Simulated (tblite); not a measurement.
Record of a relaxation.

Species: C4H3Cl3FO (doublet state).
SMILES with atom numbers: `[O:1]/[CH:2]=[C:3](\[CH2:4][F:5])[C:6]([Cl:7])([Cl:8])[Cl:9]` (hydrogens: H10 on C2; H11, H12 on C4)
Bond orders are those of one Lewis drawing.

Computed with GFN2-xTB (tblite), gas phase: L-BFGS steps from a force-field or distance-geometry start until the largest atomic force falls under 0.01 eV/Å. 14 of its 65 geometries are shown.

Step 0: E = -882.8808 eV, largest atomic force 2.721 eV/Å
```
atom  x, y, z in Å  |  force x, y, z in eV/Å
O1     -2.054    1.287   -1.004    0.875  -0.856   0.474
C2     -0.886    1.236   -0.587   -1.480   2.058  -0.989
C3     -0.147    0.184   -0.095    0.889  -2.134   0.474
C4     -0.823   -1.156   -0.012    0.224  -0.177   0.948
F5     -0.345   -1.902    1.052   -0.118   0.079  -0.456
C6      1.283    0.236    0.345    0.204   0.415  -0.243
Cl7     2.199    1.717   -0.191   -0.624  -0.377   0.096
Cl8     2.259   -1.141   -0.316   -0.466   0.211   0.163
Cl9     1.417    0.201    2.148   -0.200  -0.030  -0.324
H10    -0.356    2.184   -0.594    0.507   0.532   0.134
H11    -0.638   -1.744   -0.916    0.115  -0.052  -0.166
H12    -1.908   -1.103    0.144    0.074   0.330  -0.111
```

Step 5: E = -883.0991 eV, largest atomic force 0.256 eV/Å
```
atom  x, y, z in Å  |  force x, y, z in eV/Å
O1     -2.030    1.215   -0.980    0.116   0.018   0.052
C2     -0.877    1.284   -0.596    0.137  -0.011   0.055
C3     -0.129    0.157   -0.101    0.131  -0.110   0.122
C4     -0.811   -1.171    0.014    0.056   0.143  -0.025
F5     -0.343   -1.933    1.046   -0.062   0.035  -0.140
C6      1.283    0.251    0.323   -0.036  -0.105   0.046
Cl7     2.136    1.703   -0.193   -0.091   0.204  -0.126
Cl8     2.225   -1.138   -0.306   -0.016  -0.118  -0.039
Cl9     1.394    0.199    2.131   -0.134   0.000   0.035
H10    -0.316    2.239   -0.588   -0.185  -0.162  -0.040
H11    -0.634   -1.744   -0.912   -0.003  -0.023   0.021
H12    -1.897   -1.061    0.137    0.088   0.130   0.039
```

Step 10: E = -883.1176 eV, largest atomic force 0.083 eV/Å
```
atom  x, y, z in Å  |  force x, y, z in eV/Å
O1     -2.014    1.198   -0.967    0.003  -0.058   0.031
C2     -0.860    1.274   -0.586   -0.057  -0.001  -0.006
C3     -0.111    0.151   -0.090   -0.001   0.023  -0.025
C4     -0.804   -1.162    0.009    0.004   0.002  -0.007
F5     -0.350   -1.940    1.031   -0.001  -0.050   0.030
C6      1.296    0.243    0.327   -0.027   0.011  -0.019
Cl7     2.105    1.724   -0.211    0.031  -0.035   0.003
Cl8     2.220   -1.154   -0.308    0.074   0.024   0.030
Cl9     1.367    0.200    2.134    0.009   0.019   0.016
H10    -0.326    2.235   -0.593    0.017  -0.027   0.003
H11    -0.637   -1.744   -0.913   -0.047   0.027  -0.055
H12    -1.883   -1.024    0.141   -0.005   0.065   0.000
```

Step 15: E = -883.1231 eV, largest atomic force 0.087 eV/Å
```
atom  x, y, z in Å  |  force x, y, z in eV/Å
O1     -2.022    1.171   -0.952   -0.005   0.004   0.029
C2     -0.866    1.263   -0.581    0.057  -0.025  -0.009
C3     -0.102    0.147   -0.091    0.022  -0.025   0.000
C4     -0.803   -1.160    0.005   -0.035   0.005  -0.005
F5     -0.359   -1.955    1.021   -0.013   0.001  -0.086
C6      1.302    0.243    0.326    0.054  -0.005   0.012
Cl7     2.110    1.720   -0.218    0.020   0.014   0.016
Cl8     2.251   -1.148   -0.292   -0.015   0.023   0.052
Cl9     1.359    0.210    2.139    0.008   0.019  -0.042
H10    -0.329    2.221   -0.596   -0.036   0.042  -0.026
H11    -0.663   -1.729   -0.931   -0.032   0.000   0.042
H12    -1.876   -0.983    0.146   -0.026  -0.055   0.019
```

Step 20: E = -883.1264 eV, largest atomic force 0.048 eV/Å
```
atom  x, y, z in Å  |  force x, y, z in eV/Å
O1     -2.023    1.155   -0.932    0.005   0.013   0.003
C2     -0.860    1.255   -0.581   -0.011   0.032   0.012
C3     -0.091    0.142   -0.094   -0.019   0.004   0.001
C4     -0.810   -1.157    0.001    0.020  -0.012  -0.004
F5     -0.365   -1.970    0.998    0.024  -0.012   0.001
C6      1.314    0.244    0.326   -0.042   0.001  -0.009
Cl7     2.120    1.722   -0.219   -0.004   0.016  -0.004
Cl8     2.271   -1.143   -0.269    0.011  -0.047  -0.001
Cl9     1.357    0.223    2.136   -0.006   0.019   0.042
H10    -0.339    2.221   -0.607    0.018   0.000  -0.027
H11    -0.690   -1.721   -0.939   -0.024   0.005  -0.032
H12    -1.882   -0.972    0.155    0.028  -0.017   0.019
```

Step 25: E = -883.1284 eV, largest atomic force 0.086 eV/Å
```
atom  x, y, z in Å  |  force x, y, z in eV/Å
O1     -2.025    1.155   -0.919   -0.008   0.025   0.012
C2     -0.860    1.258   -0.578   -0.008  -0.031  -0.029
C3     -0.090    0.141   -0.094    0.014   0.019   0.000
C4     -0.808   -1.159   -0.005   -0.011   0.010   0.000
F5     -0.353   -1.984    0.978    0.059  -0.017  -0.025
C6      1.313    0.243    0.327    0.038   0.000   0.035
Cl7     2.120    1.724   -0.219   -0.020  -0.060  -0.002
Cl8     2.279   -1.153   -0.250   -0.054   0.060   0.029
Cl9     1.352    0.240    2.143   -0.019  -0.003  -0.046
H10    -0.337    2.223   -0.626    0.020  -0.036   0.007
H11    -0.716   -1.713   -0.955    0.025   0.014   0.000
H12    -1.875   -0.976    0.171   -0.035   0.018   0.021
```

Step 30: E = -883.1329 eV, largest atomic force 0.087 eV/Å
```
atom  x, y, z in Å  |  force x, y, z in eV/Å
O1     -2.035    1.166   -0.881   -0.015  -0.023  -0.009
C2     -0.857    1.254   -0.581    0.016   0.006   0.005
C3     -0.089    0.139   -0.094   -0.020  -0.028  -0.013
C4     -0.806   -1.161   -0.016   -0.005   0.003   0.028
F5     -0.299   -2.022    0.909   -0.018   0.004  -0.031
C6      1.312    0.242    0.341   -0.047   0.030  -0.024
Cl7     2.119    1.709   -0.226    0.054   0.056  -0.039
Cl8     2.281   -1.157   -0.192    0.024  -0.044  -0.026
Cl9     1.328    0.281    2.152   -0.040  -0.015   0.056
H10    -0.319    2.207   -0.672    0.021   0.004   0.010
H11    -0.770   -1.680   -0.990    0.015   0.031   0.026
H12    -1.863   -0.977    0.223    0.015  -0.023   0.019
```

Step 34: E = -883.1340 eV, largest atomic force 0.044 eV/Å
```
atom  x, y, z in Å  |  force x, y, z in eV/Å
O1     -2.037    1.166   -0.875    0.018   0.004  -0.011
C2     -0.857    1.253   -0.582   -0.012   0.001  -0.002
C3     -0.089    0.138   -0.095    0.013   0.021   0.008
C4     -0.807   -1.161   -0.015    0.005  -0.001   0.003
F5     -0.291   -2.029    0.896    0.000  -0.016   0.016
C6      1.309    0.245    0.341    0.030  -0.004  -0.003
Cl7     2.125    1.710   -0.231   -0.003  -0.025   0.011
Cl8     2.282   -1.160   -0.185   -0.010   0.024   0.001
Cl9     1.317    0.285    2.158   -0.024  -0.001  -0.037
H10    -0.314    2.203   -0.677   -0.010  -0.005   0.006
H11    -0.777   -1.671   -0.993   -0.006   0.010  -0.008
H12    -1.861   -0.980    0.235   -0.002  -0.009   0.016
```

Step 39: E = -883.1345 eV, largest atomic force 0.016 eV/Å
```
atom  x, y, z in Å  |  force x, y, z in eV/Å
O1     -2.036    1.166   -0.876   -0.004  -0.002  -0.012
C2     -0.856    1.253   -0.582    0.008   0.000   0.000
C3     -0.088    0.139   -0.094   -0.008  -0.011  -0.001
C4     -0.805   -1.161   -0.013   -0.004  -0.001   0.001
F5     -0.286   -2.037    0.888    0.008   0.010  -0.009
C6      1.312    0.245    0.339   -0.011  -0.009  -0.005
Cl7     2.130    1.707   -0.232    0.004   0.009   0.004
Cl8     2.283   -1.159   -0.181    0.011  -0.010  -0.006
Cl9     1.304    0.288    2.154   -0.001   0.003   0.010
H10    -0.313    2.202   -0.680   -0.003   0.010   0.006
H11    -0.784   -1.661   -0.997   -0.006  -0.003   0.008
H12    -1.858   -0.983    0.247    0.006   0.005   0.005
```

Step 44: E = -883.1347 eV, largest atomic force 0.021 eV/Å
```
atom  x, y, z in Å  |  force x, y, z in eV/Å
O1     -2.034    1.165   -0.880    0.005  -0.002  -0.007
C2     -0.856    1.253   -0.583   -0.006  -0.001  -0.004
C3     -0.088    0.139   -0.095    0.012   0.010  -0.014
C4     -0.806   -1.161   -0.012    0.007   0.008  -0.003
F5     -0.279   -2.038    0.882    0.001  -0.004   0.007
C6      1.311    0.243    0.337    0.006   0.016   0.009
Cl7     2.131    1.706   -0.230   -0.008  -0.005  -0.001
Cl8     2.287   -1.160   -0.180   -0.010   0.007   0.006
Cl9     1.298    0.291    2.154    0.005  -0.012  -0.003
H10    -0.314    2.204   -0.678    0.002  -0.007   0.009
H11    -0.791   -1.659   -0.997   -0.013  -0.007  -0.007
H12    -1.857   -0.983    0.257   -0.002  -0.002   0.008
```

Step 49: E = -883.1350 eV, largest atomic force 0.023 eV/Å
```
atom  x, y, z in Å  |  force x, y, z in eV/Å
O1     -2.030    1.161   -0.898    0.003   0.007  -0.005
C2     -0.855    1.253   -0.589    0.010  -0.005  -0.008
C3     -0.086    0.139   -0.104   -0.012  -0.016   0.012
C4     -0.806   -1.159   -0.011   -0.005  -0.019   0.003
F5     -0.269   -2.036    0.879   -0.003  -0.003  -0.001
C6      1.311    0.244    0.337   -0.008  -0.006   0.001
Cl7     2.131    1.707   -0.226    0.007   0.021  -0.003
Cl8     2.288   -1.159   -0.181   -0.003   0.004   0.003
Cl9     1.291    0.285    2.153    0.009  -0.003   0.000
H10    -0.316    2.207   -0.665   -0.004   0.006  -0.002
H11    -0.807   -1.661   -0.994   -0.004   0.009  -0.001
H12    -1.853   -0.981    0.273    0.011   0.006   0.001
```

Step 54: E = -883.1352 eV, largest atomic force 0.013 eV/Å
```
atom  x, y, z in Å  |  force x, y, z in eV/Å
O1     -2.028    1.160   -0.902   -0.002  -0.004  -0.009
C2     -0.853    1.251   -0.592    0.000   0.002   0.005
C3     -0.085    0.136   -0.106    0.002   0.005   0.000
C4     -0.806   -1.161   -0.011    0.003   0.012   0.003
F5     -0.263   -2.042    0.870   -0.004  -0.010   0.000
C6      1.311    0.244    0.337   -0.005   0.007   0.007
Cl7     2.132    1.709   -0.225   -0.007   0.001   0.002
Cl8     2.291   -1.157   -0.175    0.006  -0.005  -0.009
Cl9     1.288    0.286    2.153    0.006   0.001   0.003
H10    -0.317    2.207   -0.665    0.008  -0.006  -0.003
H11    -0.821   -1.656   -0.996    0.000   0.000  -0.003
H12    -1.849   -0.979    0.285   -0.007  -0.003   0.004
```

Step 59: E = -883.1354 eV, largest atomic force 0.017 eV/Å
```
atom  x, y, z in Å  |  force x, y, z in eV/Å
O1     -2.022    1.159   -0.921    0.008  -0.010   0.004
C2     -0.852    1.250   -0.596    0.003  -0.004  -0.005
C3     -0.085    0.136   -0.105   -0.001   0.000   0.009
C4     -0.808   -1.160   -0.007   -0.008  -0.006  -0.003
F5     -0.262   -2.048    0.866    0.004   0.016  -0.001
C6      1.310    0.246    0.339    0.007  -0.006   0.003
Cl7     2.127    1.714   -0.220   -0.001  -0.005   0.001
Cl8     2.292   -1.154   -0.181   -0.006   0.012  -0.004
Cl9     1.293    0.283    2.155    0.001  -0.002   0.002
H10    -0.315    2.206   -0.660    0.000   0.002  -0.005
H11    -0.831   -1.654   -0.993   -0.005   0.010  -0.001
H12    -1.848   -0.978    0.297   -0.001  -0.005  -0.002
```

Step 64: E = -883.1355 eV, largest atomic force 0.009 eV/Å
```
atom  x, y, z in Å  |  force x, y, z in eV/Å
O1     -2.017    1.154   -0.932   -0.004  -0.002  -0.002
C2     -0.848    1.247   -0.600   -0.001   0.002   0.000
C3     -0.085    0.135   -0.102    0.001   0.002  -0.001
C4     -0.810   -1.160   -0.005    0.005   0.006   0.004
F5     -0.256   -2.053    0.856    0.004  -0.004   0.003
C6      1.310    0.246    0.343   -0.004   0.002   0.001
Cl7     2.124    1.716   -0.217    0.003   0.003   0.004
Cl8     2.295   -1.149   -0.181    0.000  -0.007  -0.002
Cl9     1.294    0.283    2.158    0.001  -0.008   0.002
H10    -0.312    2.204   -0.662   -0.005   0.000  -0.008
H11    -0.847   -1.645   -0.995    0.000   0.002  -0.001
H12    -1.847   -0.978    0.312   -0.001   0.003  -0.001
```

**Question.** Summarise the path.

**Answer.** The energy falls by 0.2547 eV from step 0 to step 64; nine tenths of that is first reached at step 7. It falls at every step. The largest force goes from 2.721 to 0.009 eV/Å. Among the bonds C2=C3 changes most, from 1.376 to 1.438 Å; the atoms move by 0.148 Å rms after alignment.

The cost below is that of the whole relaxation. Time: 2.0 s wall. Hardware: an Intel Xeon at 2.50 GHz with one thread, shared host.
